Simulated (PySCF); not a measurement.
C₃H₅O, SMILES CC[C]=O, multiplicity 2.

The structure is a stationary point at r2SCAN-D4/def2-SVP. The isomer is the one that the SMILES or the coordinates give; other isomers of the formula were not compared. Other conformers were not sampled.

Computed with TDA-ωB97X/def2-SVPD run with PySCF.

Vertical excitations. Isolated molecule, no solvent.

Computed excitation energies, oscillator strengths and character:
```csv
state,energy (eV),λ (nm),f,main pairs
root 1,2.32,534,0.002,α HOMO→LUMO 96 %
root 2,6.06,205,0.023,"α HOMO→LUMO+1 9 %, α HOMO→LUMO+3 7 %, α HOMO−4→LUMO 6 %, β HOMO→LUMO 47 %, β HOMO−1→LUMO 10 %"
root 3,6.38,194,0.005,"α HOMO→LUMO+1 44 %, α HOMO→LUMO+2 20 %, α HOMO→LUMO+3 11 %, β HOMO→LUMO 12 %"
root 4,6.63,187,0.005,"β HOMO−1→LUMO 45 %, β HOMO−3→LUMO 23 %"
root 5,6.98,178,0.002,"α HOMO−4→LUMO 14 %, α HOMO−1→LUMO 13 %, β HOMO→LUMO+1 32 %, β HOMO−3→LUMO+1 20 %, β HOMO→LUMO 8 %"
root 6,7.11,174,0.013,"α HOMO→LUMO+3 15 %, α HOMO→LUMO+1 8 %, β HOMO−1→LUMO+1 23 %, β HOMO→LUMO+1 15 %, β HOMO−4→LUMO+1 6 %, β HOMO−1→LUMO 6 %"
root 7,7.16,173,0.037,"α HOMO→LUMO+3 50 %, α HOMO→LUMO+1 12 %, β HOMO−1→LUMO+1 10 %, β HOMO→LUMO+1 6 %"
root 8,7.24,171,0.051,"α HOMO→LUMO+2 63 %, α HOMO→LUMO+1 14 %"
root 9,7.52,165,0.035,α HOMO→LUMO+4 90 %
root 10,7.99,155,0.005,"β HOMO−2→LUMO 52 %, β HOMO−5→LUMO 15 %"
```
Unrestricted roots are not spin-pure.
